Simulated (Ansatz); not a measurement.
`CN(C)B(F)S` at its PBE0-D4/def2-TZVP geometry, where that method's forces vanish. The species carries charge 0 and has multiplicity 1.

```xyz
13

C    -1.4651   -0.4216   -0.4787
N    -0.1184   -0.0608   -0.1006
C     0.8704   -0.3439   -1.1096
B     0.1766    0.5109    1.1372
F    -0.8115    0.7389    2.0164
S     1.8826    0.9686    1.6150
H    -1.5342   -1.4945   -0.6923
H    -2.1602   -0.1826    0.3236
H    -1.7735    0.1199   -1.3805
H     0.8900   -1.4136   -1.3478
H     1.8649   -0.0544   -0.7711
H     0.6528    0.2031   -2.0342
H     1.5258    1.4301    2.8226
```

Q: What forces (eV/Å) does ωB97M-V/def2-TZVPP give on these atoms in the Gaussian-basis code of Ansatz? (Estimate.)

A: Ansatz gave: 
```
C1  -0.294 -0.084 -0.093
N2   0.034  0.086  0.189
C3   0.221 -0.064 -0.227
B4   0.108 -0.037 -0.124
F5  -0.157  0.037  0.142
S6   0.053  0.060  0.122
H7   0.007  0.086  0.018
H8   0.047 -0.021 -0.066
H9   0.026 -0.042  0.073
H10 -0.004  0.084  0.020
H11 -0.077 -0.030 -0.043
H12  0.015 -0.043  0.074
H13  0.020 -0.033 -0.084
```
